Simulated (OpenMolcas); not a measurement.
Rh3+: effect of the active space

* Program: OpenMolcas
* Method: CASSCF or its RAS form
* Basis: ANO-RCC-VTZP
* Scalar Hamiltonian: DKH2, point nucleus
* Spin-orbit coupling: state interaction with AMFI integrals over the reference wave functions, term energies averaged over their components

A. 6 electrons in 5 orbitals (4d); 2S+1 = 5 even, 5 roots; 2S+1 = 3 even, 45 roots; 2S+1 = 1 even, 50 roots; cost about 26 core-seconds
B. 12 electrons in 8 orbitals (RAS1 4p, at most 2 holes; RAS2 4d); 2S+1 = 5 even, 5 roots; 2S+1 = 3 even, 45 roots; 2S+1 = 1 even, 49 roots; cost of the order of 50 core-seconds
C. 6 electrons in 9 orbitals (RAS2 4d 5s; RAS3 5p, at most 2 electrons); 2S+1 = 5 even, 30 roots; 2S+1 = 7 even, 1 root kept (CI in the orbitals of an earlier block); 2S+1 = 3 even, 87 roots kept (CI in the orbitals of an earlier block); 2S+1 = 1 even, 86 roots kept (CI in the orbitals of an earlier block); 2S+1 = 5 odd, 54 roots (12 in the spin-orbit step); 2S+1 = 7 odd, 3 roots kept (CI in the orbitals of an earlier block); 2S+1 = 3 odd, 35 roots kept (CI in the orbitals of an earlier block, 0 in the spin-orbit step); 2S+1 = 1 odd, 11 roots kept (CI in the orbitals of an earlier block, 0 in the spin-orbit step); cost of the order of 110 core-seconds
D. 6 electrons in 10 orbitals (4d 5d); 2S+1 = 5 even, 5 roots; 2S+1 = 3 even, 45 roots; 2S+1 = 1 even, 49 roots; cost about 5 core-minutes

Energies in cm⁻¹ above 4d⁶ ⁵D₄.

| Level | A | B | C | D |
| --- | --- | --- | --- | --- |
| 4d⁶ ⁵D₄ | 0.0 | 0.0 | 0.0 | 0.0 |
| 4d⁶ ⁵D₃ | 1534 | 1558 | 1619 | 1493 |
| 4d⁶ ⁵D₂ | 2451 | 2442 | 2573 | 2370 |
| 4d⁶ ⁵D₁ | 3045 | 3024 | 3196 | 2939 |
| 4d⁶ ⁵D₀ | 3331 | 3299 | 3494 | 3212 |
| 4d⁶ ³H₆ | 20112 | 21376 | 20757 | 19827 |
| 4d⁶ ³H₅ | 20592 | 21684 | 21216 | 20272 |
| 4d⁶ ³P₂(1) | 21331 | 18872 | 21490 | 20942 |
| 4d⁶ ³F₃(1) | 23440 | 22511 | 23832 | 23040 |
| 4d⁶ ³F₂(1) | 24159 | 23107 | 24574 | 23746 |
| 4d⁶ ³G₅ | 25657 | 26006 | 26254 | 25319 |
| 4d⁶ ³P₁(1) | 25707 | 23374 | 26114 | 25340 |
| 4d⁶ ³P₀(1) | 26630 | 24024 | 26966 | 26235 |
| 4d⁶ ³G₄ | 27089 | 27142 | 27704 | 26704 |
| 4d⁶ ³G₃ | 27493 | 27505 | 28122 | 27086 |
| 4d⁶ ¹I₆ | 31008 | 32827 | 32016 | 30548 |
| 4d⁶ ³D₂ | 32167 | 30665 | 32492 | 31638 |
| 4d⁶ ³D₁ | 32390 | 30963 | 32727 | 31866 |
| 4d⁶ ³D₃ | 32641 | 31281 | 32986 | 32155 |
| 4d⁶ ¹G₄(1) | 33547 | 32495 | 34116 | 33078 |
| 4d⁶ ¹D₂(1) | 40118 | 37912 | 40950 | 39576 |
| 4d⁶ ¹F₃ | 44695 | 43235 | 45434 | 44022 |
| 4d⁶ ³P₀(2) | 50715 | 47487 | 51395 | 49748 |
| 4d⁶ ³P₁(2) | 51944 | 48657 | 52700 | 50847 |

The spin-orbit steps hold different terms of 4d⁶ (B lacks a ¹S; D lacks a ¹S), which shifts levels as well.

Among A to D the level of the table that moves most is 4d⁶ ³P₁(2), by 4000 cm-1 (lowest in B, highest in C).

Without dynamic correlation excited terms often stand tens of per cent too high (terms of higher spin than the ground term too low), and those without a measured partner can miss by more than the paired ones. Active for correlation alone: 4p; no level in the range computed is led by a configuration that opens it, so any true level of that kind is missing (holds for B). Some high roots are left out of the spin-orbit mixing, which shifts the levels that they would mix with (holds for C). Terms from blocks run as CI alone lack orbitals of their own (holds for C). Active for correlation alone: 5d; no level in the range computed is led by a configuration that fills it, so any true level of that kind is missing (holds for D). Only configurations of the active space appear. Levels that lie high or do not pair safely by name in every column are left out.

A number in round brackets counts repeated terms of one configuration in the order of the reference energies.
